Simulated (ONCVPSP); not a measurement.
Varying the ONCV potential for copper

Base potential:

ONCVPSP 4.0.1 input, shortened (lines: element, Z, core and valence counts, functional; n l f; lmax; l rc ep ncon nbas qcut; lloc lpopt rc5 dvloc0; l nproj debl; icmod fcfact rcfact), PBEsol, scalar-relativistic:

```
  Cu 29.00    3    3  -116133      upf
    1    0    2.00
    2    0    2.00
    2    1    6.00
    3    0    2.00
    3    1    6.00
    3    2    9.00
    2
    0    1.00    0.00    4    9   12.90
    1    0.85    0.00    4    8   15.30
    2    0.80    0.00    4    8   19.80
    2    5    0.80    0.00
    0    2    2.80
    1    2    3.30
    2    0    0.30
    1    0.70    0.00
```

In the s channel the program set the typed energies aside and used -5.143, 0.250 Ha. In the p channel the program set the typed energies aside and used -3.581, 0.250 Ha.

Cutoffs, loose and tight: the cutoffs (Ha) at which the residual kinetic energy of the hardest occupied pseudo-wave falls to 1 and 0.1 mHa per electron. They do not see the model core or the augmentation charge, which bear on the density cutoff. Test errors are all-electron minus pseudo excitation energies from the reference, over the configurations 3s2 3p6 3d10 4s1; 3s2 3p6 3d10; 3s2 3p6 3d8; 3s2 3p6 3d9 4s2. A dash means not determined; rows that change the core or the reference have their own tests. The largest error is taken over the tests solved by every variant that gives reliable tests at all: 3s2 3p6 3d10; 3s2 3p6 3d8; 3s2 3p6 3d9 4s2.

| change | outcome | cutoff, loose | cutoff, tight | bound ghosts | GHOST(+) flags above zero | largest test error (meV) |
| --- | --- | --- | --- | --- | --- | --- |
| base | generated, projector energies reset by the program | 146 Ha | 166 Ha | none | s | -4.4 |
| all radii but the core radius scaled by about 0.78 (s 0.78, p 0.66, d 0.62 bohr) | generated, projector energies reset by the program | 179 Ha | 356 Ha | none | s | +2.8 |
| d: qcut 27.2 | generated, projector energies reset by the program | 172 Ha | 200 Ha | none | s | +3.7 |
| core correction polynomial model core, fcfact 1.08 | generated, projector energies reset by the program | 146 Ha | 166 Ha | none | s | -4.4 |
| core correction none | generated, projector energies reset by the program | 146 Ha | 166 Ha | none | s | -4.4 |
| d: nproj 1; local potential polynomial inside 0.50 bohr (lpopt 5, dvloc0 0 Ha) | generated, projector energies reset by the program | 146 Ha | 166 Ha | none | s | +3.9 |
| s: qcut 13.6 | generated, projector energies reset by the program | 146 Ha | 166 Ha | none | s | -4.5 |
| reference 3s2 3p6 3d10 4s1; wave 3s: rc 1.00 bohr, ncon 4, nbas 9, qcut 12.9 1/bohr, 2 projectors, debl 2.8 Ha becomes 3s+4s: rc 1.00 bohr, ncon 4, nbas 9, qcut 12.9 1/bohr, 2 projectors | generated | 146 Ha | 167 Ha | none | s | +1.2 over the solved tests; 1 of 4 tests not solved or not reliable |

**Question.** What comes out with this change to the base: s: qcut 9.9; p: qcut 11.7; d: qcut 15.1?

**Answer.** outcome: generated, projector energies reset by the program; cutoff, loose: 114 Ha; cutoff, tight: 338 Ha; bound ghosts: none; GHOST(+) flags above zero: s; largest test error (meV): -7.1.

**Question.** What comes out with this change to the base: core [Ar], valence charge 11; reference 3d10; waves now s scattering state at 0.1 Ha: rc 1.00 bohr, ncon 3, nbas 6, qcut 8.2 1/bohr, 3 projectors, debl 3 Ha; p scattering state at 0.18 Ha: rc 1.05 bohr, ncon 4, nbas 7, qcut 7.8 1/bohr, 1 projector; 3d: rc 1.00 bohr, ncon 3, nbas 8, qcut 16.5 1/bohr, 2 projectors, debl 1.3 Ha; local potential polynomial inside 0.75 bohr (lpopt 5, dvloc0 0 Ha)?

**Answer.** outcome: failed: ERROR pspot: first pseudo wave function has node, program will stop. Cause: the optimised pseudo-wave of the first projector has a node, so the radial equation cannot be inverted for a potential.
